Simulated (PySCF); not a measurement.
CH11N3Si2, SMILES C[Si@H](N)[SiH](N)N.

Geometry optimised at B3LYP-D3(BJ)/def2-SVP. The structure was generated by enumeration; whether it is a known compound was not checked. One conformer was computed; it need not be the lowest.

Two levels are set side by side: PBE/def2-TZVP (PySCF) and PBE0/def2-TZVP (PySCF). Same geometry, gas phase. Differences are taken from unrounded values.

```
quantity                      PBE0    PBE  PBE minus PBE0
---------------------------  -----  -----  --------------
orbital gap (eV)              6.79   4.72           -2.07
highest occupied level (eV)  -6.54  -5.30            1.24
lowest empty level (eV)       0.24  -0.58           -0.82
dipole moment (D)             1.51   1.57            0.06
```

Without exact exchange PBE keeps part of each electron's self-repulsion, which lifts occupied levels and narrows the gap. Differences between two approximate levels are no errors against the true value.

Rough cost on one machine, each run with all the roots and properties that it gave: PBE0 against PBE within a factor of 2.
